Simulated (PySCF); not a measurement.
BHF2, SMILES FBF.

Coordinates come from a B3LYP-D3(BJ)/def2-TZVP optimisation.

Two levels are set side by side: PBE/def2-TZVPD (PySCF) and PBE0/def2-TZVPD (PySCF). Same geometry, gas phase. Differences are taken from unrounded values.

| quantity | PBE0 |
|---|---|
| orbital gap (eV) | 10.46 |
| highest occupied level (eV) | -10.92 |
| lowest empty level (eV) | -0.45 |
| dipole moment (D) | 0.93 |
| mean polarisability (bohr³) | 16.6 |

### Question
What does PBE give, and how far is it from PBE0? (An estimate is asked for; the answer gives what the named calculation found.)

### Answer

```json
[
 {"quantity": "orbital gap (eV)", "PBE": "7.68", "PBE minus PBE0": "-2.79"},
 {"quantity": "highest occupied level (eV)", "PBE": "-9.17", "PBE minus PBE0": "1.74"},
 {"quantity": "lowest empty level (eV)", "PBE": "-1.50", "PBE minus PBE0": "-1.04"},
 {"quantity": "dipole moment (D)", "PBE": "0.81", "PBE minus PBE0": "-0.12"},
 {"quantity": "mean polarisability (bohr³)", "PBE": "17.7", "PBE minus PBE0": "1.2"}
]
```

PBE's occupied levels lie high since its potential decays too fast outside the molecule; exact exchange lowers them and widens the gap. PBE's more diffuse valence density responds more strongly to a field. Differences between two approximate levels are no errors against the true value.

Rough cost on one machine, each run with all the roots and properties that it gave: PBE0 against PBE within a factor of 2.
